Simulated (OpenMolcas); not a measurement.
# Multiconfigurational calculation on Ar II

Input:

```
&GATEWAY
Coord
1

Ar 0.0 0.0 0.0
Basis=ANO-R2
Group=XYZ
NoMove
AngMom=0.0 0.0 0.0
AMFI
&SEWARD
* reference wave functions (RASSCF and RASSI steps not shown): 5 electrons in 3 orbitals (3p)
>>> COPY JOB001 $Project.JobIph
&CASPT2
Multistate=3 1 2 3
Frozen=1 0
IPEA=0.25
Shift=0.2
MaxIter=60
WThr=0.0 0.3 0.05
PrWF=0.5
NoMix
```

Output, cut to the results:

```
--- CASPT2 ---
Orbital specifications:
      -----------------------

      Symmetry species                           1   2
                                                ag  au
      Frozen orbitals                            1   0
      Inactive orbitals                          2   3
      Active orbitals                            0   3
      Secondary orbitals                        17  13
      Deleted orbitals                           0   0
      Number of basis functions                 20  19
Type of calculation                        MS-CASPT2
      Fock operator                              state-specific
      IPEA shift                                 0.25
      Real shift                                 0.20
      Imaginary shift                            0.00
      The input orbitals will be transformed to quasi-canonical
Reference energy:        -528.0884533729
      E2 (Non-variational):      -0.3582580425
      Shift correction:          -0.0104511361
      E2 (Variational):          -0.3687091786
      Total energy:            -528.4571625515
      Residual norm:              0.0000000381
      Reference weight:           0.95034
      Contributions to the CASPT2 correlation energy
      Active & Virtual Only:         -0.1023754020
      One Inactive Excited:          -0.0885801856
      Two Inactive Excited:          -0.1673024549
Reference energy:        -528.0884533729
      E2 (Non-variational):      -0.3582580425
      Shift correction:          -0.0104511361
      E2 (Variational):          -0.3687091786
      Total energy:            -528.4571625515
      Residual norm:              0.0000000381
      Reference weight:           0.95034
      Contributions to the CASPT2 correlation energy
      Active & Virtual Only:         -0.1023754020
      One Inactive Excited:          -0.0885801856
      Two Inactive Excited:          -0.1673024549
::    CASPT2 Root  1     Total energy:   -528.45716255
::    CASPT2 Root  2     Total energy:   -528.45716255
::    CASPT2 Root  3     Total energy:   -528.45716255
::    MS-CASPT2 Root  1     Total energy:   -528.45716255
::    MS-CASPT2 Root  2     Total energy:   -528.45716255
::    MS-CASPT2 Root  3     Total energy:   -528.45716255
```

Levels above the lowest, from the spin-orbit matrix with the single-state CASPT2 energies, averaged by term, on its diagonal:

```
Configuration  Term    J  E (cm-1)  Measured (cm-1)      g  Term weight %
      3s2 3p5   2P*  3/2       0.0              0.0  1.334            100
      3s2 3p5   2P*  1/2      1342             1432  0.666            100
```

Against the measured value (NIST Handbook of Basic Atomic Spectroscopic Data): 3s2 3p5 2P* 1/2: computed 1342, measured 1432 cm-1 (-6.2 %).

Measured partners are found by configuration, term and J. A level has none where our copy of the source lacks it or the pairing is in doubt (some pairs that miss far off the trend of their configuration count as doubtful), and it then counts in no deviation. Levels of configurations outside the active space are missing.

The term weight is that of the spin-free term in the level, not the purity of its configuration. * marks odd parity.
